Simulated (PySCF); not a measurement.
## HWN + Br₂ → BrWN + HBr

Level: PBE0 in the def2-TZVP basis family, computed in PySCF with density fitting; scalar-relativistic core potentials for atoms from Rb on, none lighter, no spin–orbit coupling; open shells unrestricted.

| species | state and structure | E (Eh) | ZPE (kJ/mol) | H(298 K) − H(0) (kJ/mol) | S° (J/(mol K)) |
| --- | --- | --- | --- | --- | --- |
| HWN | triplet, Cs, W–H 1.704 Å, W–N 1.653 Å; H–W–N 97.0° | -122.29679 | 22.7 | 10.3 | 268.6 |
| Br₂ | singlet, D∞h, Br–Br 2.281 Å | -5147.70672 | 2.0 | 9.7 | 244.8 |
| BrWN | triplet, Cs, W–Br 2.419 Å, W–N 1.654 Å; Br–W–N 108.6° | -2695.63272 | 9.6 | 12.7 | 315.8 |
| HBr | singlet, C∞v, H–Br 1.421 Å | -2574.45811 | 16.0 | 8.7 | 198.5 |

(1) What is the electronic reaction energy?

(2) Add zero-point, thermal and entropy terms for 298.15 K and 1 bar.

## Answers

(1) At PBE0/def2-TZVP, ΔE = -229.3 kJ/mol from the differences of the total energies times 2625.5, downhill. 

(2) ΔZPE = 0.9 and Δ[H(298) − H(0)] = 1.4 kJ/mol give ΔH° = -227.0 kJ/mol. ΔS° = 0.9 J/(mol K), so ΔG° = -227.0 − 298.15 × (0.0009) = -227 kJ/mol.

Spin–orbit coupling can matter for HWN, BrWN and is left out. Open d or f shells are single determinants, so the state found may not be the ground state. The structures come from searches over a few start shapes, so lower isomers are not excluded.
